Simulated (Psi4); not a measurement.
CHO$_{2}$ (SMILES O=[C-]O), charge -1, singlet, geometry from GFN2-xTB (a gas-phase anion, which may not be bound at this level); MP2/cc-pVTZ (Psi4 1.11).

The Psi4 input:
```
memory 2 GB

molecule mol {
-1 1
O    -1.060176   -0.420351   -0.000397
C     0.001939    0.637301   -0.021554
O     1.135496    0.102772    0.012191
H    -0.614189   -1.283170    0.034974
}

set {
  basis cc-pvtz
  reference rhf
}

energy('mp2')
print_variables()
```

The log (banner, timings and long lists left out):

```
    SCF Algorithm Type (re)set to DF.

   => Loading Basis Set <=

    Name: CC-PVTZ
    Role: ORBITAL
    Keyword: BASIS

         ---------------------------------------------------------
                                   SCF
               by Justin Turney, Rob Parrish, Andy Simmonett
                          and Daniel G. A. Smith
                              RHF Reference
         ---------------------------------------------------------

  ==> Geometry <==

    Molecular point group: c1
    Full point group: C1

    Geometry (in Angstrom), charge = -1, multiplicity = 1:

       Center              X                  Y                   Z               Mass
    ------------   -----------------  -----------------  -----------------  -----------------
         O           -1.073710259292    -0.448680302584     0.000375402581    15.994914619570
         C           -0.011595259292     0.608971697416    -0.020781597419    12.000000000000
         O            1.121961740708     0.074442697416     0.012963402581    15.994914619570
         H           -0.627723259292    -1.311499302584     0.035746402581     1.007825032230

  Running in c1 symmetry.

  Rotational constants: A =      2.57447  B =      0.40208  C =      0.34776 [cm^-1]
  Rotational constants: A =  77180.80470  B =  12053.96848  C =  10425.70014 [MHz]
  Nuclear repulsion =   60.034758461004792

  Charge       = -1
  Multiplicity = 1
  Electrons    = 24
  Nalpha       = 12
  Nbeta        = 12

  ==> Algorithm <==

  SCF Algorithm Type is DF.
  DIIS enabled.
  MOM disabled.
  Fractional occupation disabled.
  Guess Type is SAD.
  Energy threshold   = 1.00e-08
  Density threshold  = 1.00e-08
  Integral threshold = 1.00e-12

  ==> Primary Basis <==

  Basis Set: CC-PVTZ
    Blend: CC-PVTZ
    Number of shells: 36
    Number of basis functions: 104
    Number of Cartesian functions: 120
    Spherical Harmonics?: true
    Max angular momentum: 3

   => Loading Basis Set <=

    Name: (CC-PVTZ AUX)
    Role: JKFIT
    Keyword: DF_BASIS_SCF

  ==> Integral Setup <==

  SCF_SUBTYPE=INCORE selected. In-core MEM_DF algorithm will be used.
  Using in-core AOs.

  ==> MemDFJK: Density-Fitted J/K Matrices <==

    J tasked:                   Yes
    K tasked:                   Yes
    wK tasked:                   No
    Algorithm:                 Core
    Schwarz Cutoff:           1E-12
    Mask sparsity (%):       0.0000
    Fitting Condition:        1E-10

   => Auxiliary Basis Set <=

  Basis Set: (CC-PVTZ AUX)
    Blend: CC-PVTZ-JKFIT
    Number of shells: 85
    Number of basis functions: 267
    Number of Cartesian functions: 323
    Spherical Harmonics?: true
    Max angular momentum: 4

  Minimum eigenvalue in the overlap matrix is 2.7508416519E-03.
  Reciprocal condition number of the overlap matrix is 5.3019847322E-04.
    Using symmetric orthogonalization.

  ==> Pre-Iterations <==

  SCF Guess: Superposition of Atomic Densities via on-the-fly atomic UHF (no occupation information).

   -------------------------
    Irrep   Nso     Nmo
   -------------------------
     A        104     104
   -------------------------
    Total     104     104
   -------------------------

  ==> Iterations <==

                           Total Energy        Delta E     RMS |[F,P]|

   @DF-RHF iter SAD:  -186.95403763281587   -1.86954e+02   0.00000e+00
   @DF-RHF iter   1:  -188.07223744670517   -1.11820e+00   5.42742e-03 ADIIS/DIIS
   @DF-RHF iter   2:  -188.15144850750320   -7.92111e-02   3.70451e-03 ADIIS/DIIS
   @DF-RHF iter   3:  -188.19645266744826   -4.50042e-02   3.84121e-04 ADIIS/DIIS
   @DF-RHF iter   4:  -188.19737940939450   -9.26742e-04   1.79399e-04 ADIIS/DIIS
   @DF-RHF iter   5:  -188.19757907735703   -1.99668e-04   5.92731e-05 DIIS
   @DF-RHF iter   6:  -188.19760792461707   -2.88473e-05   2.29878e-05 DIIS
   @DF-RHF iter   7:  -188.19761481547198   -6.89085e-06   7.52576e-06 DIIS
   @DF-RHF iter   8:  -188.19761597725136   -1.16178e-06   2.52099e-06 DIIS
   @DF-RHF iter   9:  -188.19761608470617   -1.07455e-07   7.94623e-07 DIIS
   @DF-RHF iter  10:  -188.19761609607119   -1.13650e-08   1.83596e-07 DIIS
   @DF-RHF iter  11:  -188.19761609667680   -6.05610e-10   3.95422e-08 DIIS
   @DF-RHF iter  12:  -188.19761609670292   -2.61196e-11   9.33494e-09 DIIS
  Energy and wave function converged.

  ==> Post-Iterations <==

    Orbital Energies [Eh]
    ---------------------

    Doubly Occupied:

[...]
    Virtual:

[...]
    Final Occupation by Irrep:
              A
    DOCC [    12 ]
    NA   [    12 ]
    NB   [    12 ]

  @DF-RHF Final Energy:  -188.19761609670292

   => Energetics <=

    Nuclear Repulsion Energy =             60.0347584610047917
    One-Electron Energy =                -384.3857987397807960
    Two-Electron Energy =                 136.1534241820730813
    Total Energy =                       -188.1976160967029159

Computation Completed

Properties will be evaluated at   0.000000,   0.000000,   0.000000 [a0]

Properties computed using the SCF density matrix

 Multipole Moments:

 ------------------------------------------------------------------------------------
     Multipole            Electronic (a.u.)      Nuclear  (a.u.)        Total (a.u.)
 ------------------------------------------------------------------------------------

 L = 1.  Multiply by 2.5417464519 to convert [e a0] to [Debye]
 Dipole X            :          0.4662315           -0.5882395           -0.1220080
 Dipole Y            :          0.3800856           -1.2312888           -0.8512032
 Dipole Z            :         -0.0064358            0.0335753            0.0271394
 Magnitude           :                                                    0.8603310

 ------------------------------------------------------------------------------------

  //>>>>>>>>>>>>>>>>>>>>>>>>>>>>>>>>>>>//
  //               DFMP2               //
  //<<<<<<<<<<<<<<<<<<<<<<<<<<<<<<<<<<<//

   => Loading Basis Set <=

    Name: (CC-PVTZ AUX)
    Role: RIFIT
    Keyword: DF_BASIS_MP2

	 --------------------------------------------------------
	                          DF-MP2
	      2nd-Order Density-Fitted Moller-Plesset Theory

	        Rob Parrish, Justin Turney, Andy Simmonett,
	           Ed Hohenstein, and C. David Sherrill
	 --------------------------------------------------------

   => Auxiliary Basis Set <=

  Basis Set: (CC-PVTZ AUX)
    Blend: CC-PVTZ-RI
    Number of shells: 79
    Number of basis functions: 273
    Number of Cartesian functions: 338
    Spherical Harmonics?: true
    Max angular momentum: 4

	 --------------------------------------------------------
	                 NBF =   104, NAUX =   273
	 --------------------------------------------------------
	   CLASS    FOCC     OCC    AOCC    AVIR     VIR    FVIR
	   PAIRS       0      12      12      92      92       0
	 --------------------------------------------------------

	-----------------------------------------------------------
	 ==================> DF-MP2 Energies <====================
	-----------------------------------------------------------
	 Reference Energy          =    -188.1976160967029159 [Eh]
	 Singles Energy            =      -0.0000000000000000 [Eh]
	 Same-Spin Energy          =      -0.1743658837022830 [Eh]
	 Opposite-Spin Energy      =      -0.5021609472340277 [Eh]
	 Correlation Energy        =      -0.6765268309363107 [Eh]
	 Total Energy              =    -188.8741429276392125 [Eh]
	-----------------------------------------------------------
	 ================> DF-SCS-MP2 Energies <==================
	-----------------------------------------------------------
	 SCS Same-Spin Scale       =       0.3333333333333333 [-]
	 SCS Opposite-Spin Scale   =       1.2000000000000000 [-]
	 SCS Same-Spin Energy      =      -0.0581219612340943 [Eh]
	 SCS Opposite-Spin Energy  =      -0.6025931366808333 [Eh]
	 SCS Correlation Energy    =      -0.6607150979149276 [Eh]
	 SCS Total Energy          =    -188.8583311946178469 [Eh]
	-----------------------------------------------------------

  Variable Map:
  ----------------------------------------------------------------------------
[...]
  Array Variable Map:
  ----------------------------------------------------------------------------
[...]
[...]
```
